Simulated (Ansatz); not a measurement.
Species: SbClF, charge 0, doublet. SbClF (SMILES [F][Sb][Cl], doublet).
B3LYP-D3(BJ)/def2-TZVP minimum from Ansatz (a quantum-chemistry and plane-wave program):
```xyz
3

Sb    -0.3579     0.0364     0.4037
F     -0.5092     1.6456    -0.6464
Cl     1.3433    -0.9803    -0.8689
```
Charge 0, spin multiplicity 2.

Atomisation energy term by term, kcal/mol (programs: Ansatz). Open shells are spin-unrestricted; no spin-orbit coupling. Correlated methods leave the cores frozen (noble-gas shells, and filled d and f shells in the p block). Past Kr the def2 sets carry scalar-relativistic core potentials. CBS(X,Y): correlation extrapolated as X^-3, Hartree-Fock from the larger set. A bracket is a step between two methods taken in the basis named. Spin-orbit terms, left out, reach several kcal/mol for Br and I, and more for heavier atoms.

```json
[
 {"term": "Hartree-Fock", "basis": "def2-QZVPP", "kcal/mol": "100.65"},
 {"term": "CCSD correlation", "basis": "CBS(def2-TZVPP,def2-QZVPP)", "kcal/mol": "67.97"},
 {"term": "(T)", "basis": "CBS(def2-TZVPP,def2-QZVPP)", "kcal/mol": "7.50"},
 {"term": "CCSDT(Q) - CCSD(T)", "basis": "def2-SVP", "kcal/mol": "0.79"},
 {"term": "sum: De", "basis": "", "kcal/mol": "176.9"}
]
```
